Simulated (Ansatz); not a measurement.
Calculated with Ansatz (gas phase, PBE0-D4/def2-TZVP geometries, no zero-point term in ΔE). CCSD(T)/CBS adds triple-zeta CCSD(T) − MP2 to the extrapolated MP2 energy (def2 sets, frozen cores). Functionals use def2-TZVPP. B3LYP here is the variant with VWN-RPA as its local correlation; programs differ in this. HSE06 is defined as in plane-wave codes. For Ge outer-core shells are correlated without core-valence functions, which leaves a few kJ/mol of doubt a bond. Scalar relativity is left out up to krypton. One conformer a species, not always the lowest.

`O=[CH][GeH2][AlH2]` + `c1ccsc1` → `[AlH2][GeH3]` + `O=Cc1cccs1`  (formal exchange of groups at a Ge–C bond)

`O=[CH][GeH2][AlH2]`:

Z-matrix (Å, degrees):
```
Ge
C 1 2.013
Al 1 2.482 2 109.4
H 1 1.545 2 105.8 3 119.8
H 1 1.538 2 106.9 3 -124.7
O 2 1.199 1 123.2 3 89.5
H 2 1.116 1 116.8 3 -88.8
H 3 1.586 1 118.5 2 53.7
H 3 1.585 1 121.0 2 -125.6
```

`c1ccsc1`:

```xyz
9

C     0.170    0.052   -0.978
C     0.785    0.582    0.183
C     0.148    0.204    1.328
S    -1.194   -0.792    0.994
C    -0.919   -0.715   -0.687
H     0.520    0.231   -1.986
H     1.662    1.216    0.170
H     0.398    0.460    2.346
H    -1.570   -1.237   -1.370
```

`[AlH2][GeH3]`:

```xyz
7

Al   -0.944    1.053    0.251
Ge    0.692   -0.751   -0.203
H    -2.436    0.933   -0.280
H    -0.519    2.327    1.097
H     2.148   -0.250   -0.254
H     0.639   -1.816    0.913
H     0.420   -1.496   -1.524
```

`O=Cc1cccs1`:

```xyz
11

O     1.377    2.404    1.328
C     1.341    1.628    0.405
C     0.370    0.561    0.250
C     0.295   -0.343   -0.783
C    -0.767   -1.253   -0.632
C    -1.478   -1.021    0.515
S    -0.867    0.289    1.407
H     2.081    1.681   -0.421
H     0.987   -0.339   -1.615
H    -1.002   -2.043   -1.332
H    -2.338   -1.566    0.876
```

```
             level  ΔE (kJ/mol)  difference from CCSD(T)/CBS
       LDA (SPW92)        -48.0                        -15.7
            PBE-D4        -38.3                         -6.0
         revPBE-D4        -39.7                         -7.4
           BLYP-D4        -36.9                         -4.6
            B97M-V        -50.5                        -18.2
           PBE0-D4        -40.8                         -8.5
          B3LYP-D4        -39.1                         -6.8
        r2SCANh-D4        -42.0                         -9.7
        r2SCAN0-D4        -42.4                        -10.1
          HSE06-D4        -40.7                         -8.4
          BHLYP-D4        -40.6                         -8.3
      CAM-B3LYP-D4        -39.6                         -7.3
           ωB97X-V        -36.4                         -4.1
            B2PLYP        -37.2                         -4.9
          PBE-QIDH        -40.9                         -8.6
               PBE        -36.0                         -3.7
            revPBE        -31.8                          0.5
              BLYP        -31.9                          0.4
            r2SCAN        -40.8                         -8.5
             B3LYP        -35.6                         -3.3
           r2SCANh        -41.2                         -8.9
           r2SCAN0        -41.5                         -9.2
             HSE06        -38.9                         -6.6
             BHLYP        -38.6                         -6.3
         CAM-B3LYP        -37.6                         -5.3
           LC-ωPBE        -35.2                         -2.9
RPA@PBE/def2-TZVPP        -35.1                         -2.8
       HF/def2-SVP        -48.1                        -15.8
      MP2/def2-SVP        -57.2                        -24.9
     CCSD/def2-SVP        -48.6                        -16.3
  CCSD(T)/def2-SVP        -51.0                        -18.7
     HF/def2-TZVPP        -37.2                         -4.9
    MP2/def2-TZVPP        -40.6                         -8.3
SCS-MP2/def2-TZVPP        -37.4                         -5.1
   CCSD/def2-TZVPP        -32.9                         -0.6
CCSD(T)/def2-TZVPP        -34.8                         -2.5
     HF/def2-QZVPP        -36.8                         -4.5
    MP2/def2-QZVPP        -39.0                         -6.7
SCS-MP2/def2-QZVPP        -35.9                         -3.6
      HF/CBS(def2)        -36.8                         -4.5
       CCSD(T)/CBS        -32.3                            0
```

Largest T1 diagnostic among the species: 0.015.

Leaving LDA and LC-ωPBE aside and taking each functional with its dispersion term where it has one, the values, not all of them listed here, spread over 15.8 kJ/mol, from B97M-V to ωB97M-V. LDA lies −12.0 kJ/mol from PBE without D4. From BLYP to BHLYP (50 % exact exchange), in def2-TZVPP and without D4, ΔE moves by −6.7 kJ/mol.
